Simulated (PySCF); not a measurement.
Molecule: C₃H₄Cl, net charge 0, doublet state. It need not be the lowest isomer of its formula. SMILES: Cl/C=C/[CH2]
Coordinates optimised at B3LYP-D3(BJ)/def2-TZVP (Ansatz):
```
C
C 1 1.3733
H 2 1.0800 1 121.02
C 1 1.3821 2 123.85 3 180.00
H 4 1.0801 1 123.46 2 0.00
H 2 1.0824 3 117.56 1 180.00
H 1 1.0849 2 118.93 3 0.00
Cl 4 1.7190 5 114.33 1 -180.00
```
Charge 0, spin multiplicity 2.

Dispersion corrections to the total energy (kcal/mol) from the dftd3 and dftd4 libraries through PySCF: D3(BJ) without and D4 with the three-body term, each with the damping fitted for the functional named.

```tsv
functional	D3(BJ)	D4
B3LYP	___	-5.34
HSE06	___	-2.56
revPBE	-9.34	-11.29
B2PLYP	___	-2.31
B2GP-PLYP	-2.20	-1.38
PW6B95	-1.74	-2.93
TPSSh	-4.11	-4.07
```

Problem. What belongs in the gaps?

Solution. 
- B3LYP, D3(BJ): -6.26
- HSE06, D3(BJ): -2.28
- B2PLYP, D3(BJ): -2.86
